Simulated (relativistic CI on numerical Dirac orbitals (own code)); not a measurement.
**Ligand-field terms of d1**

Computed with a parametric ligand-field model of a d^n configuration (Racah B and C, spin-orbit zeta, crystal field), exact diagonalisation.

Field parameters in Wybourne normalisation: Oh B⁴₀ = 21Dq, B⁴₄ = √(5/14) B⁴₀. The field is a parameter set, without covalency.

B = 850 cm⁻¹, C = 3150 cm⁻¹ (C/B = 3.71), Oh, no spin-orbit coupling. Tanabe-Sugano data, E/B above the lowest term (Δ = |10Dq|; b, c mark the second and third term of a kind):

```csv
Δ/B,2T2,2E
1.0,0.00,1.00
5.0,0.00,5.00
9.0,0.00,9.00
13.0,0.00,13.00
17.0,0.00,17.00
21.0,0.00,21.00
25.0,0.00,25.00
29.0,0.00,29.00
33.0,0.00,33.00
37.0,0.00,37.00
41.0,0.00,41.00
45.0,0.00,45.00
```

The ground term stays 2T2.
